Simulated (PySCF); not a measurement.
Positional isomers: butadiene chloro+silyl. Isolated molecules, 0 K electronic values unless said otherwise. One relaxed conformer stands for each flexible species; it need not be the lowest. Strings in code marks are SMILES.

Method: CAM-B3LYP-D3(BJ)/def2-TZVP (PySCF). All candidates: neutral, multiplicity 1. Excitations are Tamm–Dancoff values on a coarser integration grid. The basis has no diffuse functions, so Rydberg states are missing or too high.

The S1 excitation (TDA) is 5.94 eV. The HOMO comes out as -8.15 eV. The brightest of the four lowest singlets (TDA) is 5.94 eV.

Task: Say which member has these values.
A. `[SiH3]/C=C/C=C/Cl` (C–C–C–C torsion 180°)
B. `[SiH3]/C=C\C=C/Cl` (C–C–C–C torsion 180°)
C. `C=C([SiH3])/C=C/Cl` (Si–C–C–C torsion 0°)
D. `C=C([SiH3])C(=C)Cl` (Si–C–C–Cl torsion 45°)

Result: C, `C=C([SiH3])/C=C/Cl` (Si–C–C–C torsion 0°). The others give `[SiH3]/C=C/C=C/Cl` (C–C–C–C torsion 180°): 5.74 eV, -8.11 eV, 5.74 eV; `[SiH3]/C=C\C=C/Cl` (C–C–C–C torsion 180°): 5.51 eV, -8.17 eV, 5.51 eV; `C=C([SiH3])C(=C)Cl` (Si–C–C–Cl torsion 45°): 5.72 eV, -8.56 eV, 5.72 eV
